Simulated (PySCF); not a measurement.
NMR data simulated for an unnamed compound:

¹H NMR (400 MHz, computed): δ 5.83 (m, 1H), 5.80 (br s, 1H), 5.65 (m, 1H), 5.61 (br s, 1H), 4.85 (m, 1H), 3.87 (m, 1H), 3.41 (s, 3H).

¹³C{¹H} NMR (computed): δ 151.0 (C), 148.3 (C), 116.8 (CH2), 116.0 (CH2), 94.3 (CH), 84.5 (CH), 57.2 (CH3).

PySCF 2.14 calculation with geometry: PBE0-D3(BJ)/def2-SVP and NMR shieldings at PBE0/pcSseg-1/GIAO; no solvent, equivalent nuclei averaged, single conformer, relativity neglected.

Chemical shifts δ = σref − σ; ¹H (σref 31.27), ¹³C (σref 184.41) vs TMS, all at this level.

Question: Which of these does the molecule contain: a methoxy group, a ketone, an N-methyl group, a CH3CH2 unit, a non-aromatic C=C double bond?

Answer: 
- A methoxy group: yes (δC 57.2; δH 3.41 (s)).
- A ketone: no.
- An N-methyl group: no.
- A CH3CH2 unit: no.
- A non-aromatic C=C double bond: yes.

The data belong to `C=C1C(=C)[C@@H](OC)[C@@H]1F`, C$_{7}$H$_{9}$FO; they needn't prove each group on their own.

Carbon signals by region: 4 in the sp2 and nitrile region (100–160 ppm), 3 at 50–100 ppm.

Splittings by ¹⁹F in the carbon and heteronuclear signals aren't shown, as no couplings were computed. Shifts are as computed. Against solution values, carbons near 30 ppm lie about +2 ppm off and those near 130 ppm about +5 ppm. Of 1211 compounds with measured shifts, 218 miss one by over three times the rms of a fit or turn the order of signals round; such compounds aren't used in these exercises. Multiplicities follow the n + 1 count of equivalent neighbours, as no J values were calculated; m marks all less simple cases, F and P coupling included.
